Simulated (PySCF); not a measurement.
SMILES [OH][Al]([OH])[O][SiH](F)F, B3LYP/def2-SVP optimised geometry.

```
10

Si    -0.41    -0.37     0.00
F     -0.94    -1.02     1.38
F     -0.94     1.16     0.00
O     -1.06    -1.16    -1.25
Al    -1.71    -2.03    -2.56
O     -3.37    -2.07    -2.88
O     -0.61    -2.85    -3.56
H      1.06    -0.37     0.00
H     -4.06    -1.64    -2.37
H     -0.87    -3.37    -4.33
```

Density from PySCF 2.14.0 with B3LYP/def2-TZVP at that geometry.

Minimum of the electron density along straight lines between bonded atoms, close to the bond critical point (lines longer than 1.1 times the sum of covalent radii, or with two minima, are not listed):

```json
[
 {"bond": "Si1–F2", "length / Å": "1.614", "ρ at the minimum / e bohr⁻³": "0.135", "∇²ρ there / e bohr⁻⁵": "0.92", "position (fraction from the first atom)": "0.42"},
 {"bond": "Si1–F3", "length / Å": "1.614", "ρ at the minimum / e bohr⁻³": "0.135", "∇²ρ there / e bohr⁻⁵": "0.92", "position (fraction from the first atom)": "0.42"},
 {"bond": "Si1–O4", "length / Å": "1.615", "ρ at the minimum / e bohr⁻³": "…", "∇²ρ there / e bohr⁻⁵": "0.93", "position (fraction from the first atom)": "0.42"},
 {"bond": "O4–Al5", "length / Å": "1.701", "ρ at the minimum / e bohr⁻³": "…", "∇²ρ there / e bohr⁻⁵": "0.77", "position (fraction from the first atom)": "0.57"},
 {"bond": "Al5–O6", "length / Å": "1.692", "ρ at the minimum / e bohr⁻³": "0.111", "∇²ρ there / e bohr⁻⁵": "0.80", "position (fraction from the first atom)": "0.43"},
 {"bond": "Al5–O7", "length / Å": "1.691", "ρ at the minimum / e bohr⁻³": "0.112", "∇²ρ there / e bohr⁻⁵": "0.80", "position (fraction from the first atom)": "0.43"},
 {"bond": "Si1–H8", "length / Å": "1.470", "ρ at the minimum / e bohr⁻³": "0.132", "∇²ρ there / e bohr⁻⁵": "…", "position (fraction from the first atom)": "0.49"},
 {"bond": "O6–H9", "length / Å": "0.961", "ρ at the minimum / e bohr⁻³": "0.355", "∇²ρ there / e bohr⁻⁵": "-2.40", "position (fraction from the first atom)": "0.81"},
 {"bond": "O7–H10", "length / Å": "0.961", "ρ at the minimum / e bohr⁻³": "0.355", "∇²ρ there / e bohr⁻⁵": "-2.39", "position (fraction from the first atom)": "0.80"}
]
```

Some entries are withheld; supply them.


- Si1–O4, ρ at the minimum / e bohr⁻³: 0.146
- O4–Al5, ρ at the minimum / e bohr⁻³: 0.104
- Si1–H8, ∇²ρ there / e bohr⁻⁵: 0.12
